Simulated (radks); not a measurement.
The numbers below are computed, except where a source is named.
Question: The samarium ion Sm38+, configuration [Ar] 3d6 (the NIST ground configuration). Code: a radial shooting solver on a logarithmic mesh with Libxc functionals. Model: scalar-relativistic Kohn-Sham, BLYP, spin-polarised, spherical densities, finite nucleus; open shells are filled with parallel spins first (spin-orbit coupling, left out, can overturn this in heavy ions); Fermi nuclear charge, rms radius 5.0819 fm. Some entries of the table are withheld. Estimate them.

orbital,occ.,eigenvalue (eV),r(max) (bohr)
1s up,1,-48558.79,0.01449
1s down,1,-48558.61,0.01449
2s up,1,-9469.642,0.08200
2s down,1,-9454.593,0.08194
2p up,3,(1),0.06620
2p down,3,(2),0.06614
3s up,1,-3319.045,0.2276
3s down,1,-3302.316,0.2279
3p up,3,-3065.599,0.2216
3p down,3,-3048.448,0.2220
3d up,5,-2753.540,0.1787
3d down,1,-2732.347,0.1791

Answer: 
(1) 2p up eigenvalue (eV): -8655.207
(2) 2p down eigenvalue (eV): -8643.572
